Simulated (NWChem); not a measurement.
System: C$_{3}$H$_{3}$NO$_{3}$S$_{2}$; SMILES O=S(=O)(O)c1cscn1

```xyz
12

O     -0.7416     2.0095    -1.2752
S     -0.1588     1.5755     0.0000
O     -0.7416     2.0095     1.2752
O      1.4493     1.8879     0.0000
C     -0.0440    -0.2333     0.0000
C     -1.0979    -1.1210     0.0000
S     -0.4667    -2.7310     0.0000
C      1.1510    -2.0886     0.0000
N      1.2123    -0.7759     0.0000
H      1.8856     0.9878     0.0000
H     -2.1743    -0.9144     0.0000
H      2.0282    -2.7514     0.0000
```
Atoms are numbered in this order, from 1.

Program: NWChem. Medium grid unless said otherwise, to which SCAN and Minnesota functionals are sensitive. Geometry: optimised at PBE-D3(BJ)/def2-SVP. No frequency run checked for a minimum. Total energies of different functionals are on different scales.

```
level                                 energy (Ha)  highest occupied level (eV)  orbital gap (eV)  dipole (D)
------------------------------------  -----------  ---------------------------  ----------------  ----------
B3LYP/def2-SVP                         -1192.3069                        -7.88              5.61        6.84
PBE/def2-SVP                           -1191.5432                          ___              3.72        6.37
KT2/def2-SVP                           -1204.7021                        -6.78              3.92        6.30
LDA (Slater exchange, VWN5)/def2-SVP   -1186.5407                        -6.80              3.67        6.57
CAM-B3LYP/def2-SVP                     -1192.1379                        -9.44              8.47        7.05
MN15-L/def2-SVP                        -1191.7330                        -7.35              4.68        6.66
PW91/def2-SVP                          -1192.1688                        -6.68              3.72        6.39
```

### Question
Complete the blanks.

### Answer

- PBE/def2-SVP, highest occupied level (eV): -6.63
